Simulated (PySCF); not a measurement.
C₂H₁₀OSi₃. Atoms are numbered in the order given.

```xyz
16

Si     2.0384     0.6036    -0.7522
C      0.9096    -0.1473     0.5770
O      0.0050     0.8503     1.0654
Si    -1.5302     0.9700     0.3836
C     -1.7249    -0.6656    -0.5347
Si    -0.1643    -1.6113    -0.0458
H      2.7283     1.8231    -0.2368
H      1.1986     0.9906    -1.9302
H      3.0544    -0.4021    -1.1933
H      1.5423    -0.4806     1.4191
H     -2.5124     1.1583     1.4887
H     -1.6066     2.1407    -0.5414
H     -1.7499    -0.5004    -1.6236
H     -2.6413    -1.2039    -0.2497
H      0.4739    -2.3536    -1.1761
H     -0.4493    -2.5687     1.0667
```
Charge 0, spin multiplicity 1.

Geometry: PBE0-D3(BJ)/def2-SVP. The structure was generated by enumeration; whether it is a known compound was not checked. Other conformers were not sampled.

All values below come from PBE/pcSseg-1 (PySCF).

GIAO shieldings, no solvent; atoms listed in one row are averaged. δ = σ(ref) − σ: ²⁹Si against TMS (σ = 335.4 ppm); ¹³C against TMS (σ = 182.0 ppm); ¹⁷O against H2O (σ = 334.3 ppm); ¹H against TMS (σ = 31.49 ppm), references at their B3LYP-D3(BJ)/def2-TZVP geometries, non-relativistic.

| nucleus | atoms | count | δ (ppm) |
|---|---|---|---|
| ²⁹Si | Si4 | 1 | 9.0 |
| ²⁹Si | Si6 | 1 | -33.5 |
| ²⁹Si | Si1 | 1 | -73.9 |
| ¹³C | C2 | 1 | 58.1 |
| ¹³C | C5 | 1 | -8.8 |
| ¹⁷O | O3 | 1 | 39.3 |
| ¹H | H12 | 1 | 5.66 |
| ¹H | H11 | 1 | 5.58 |
| ¹H | H15 | 1 | 4.82 |
| ¹H | H10 | 1 | 4.69 |
| ¹H | H16 | 1 | 4.68 |
| ¹H | H7, H8, H9 | 3 | 4.23 |
| ¹H | H13 | 1 | 0.88 |
| ¹H | H14 | 1 | 0.66 |
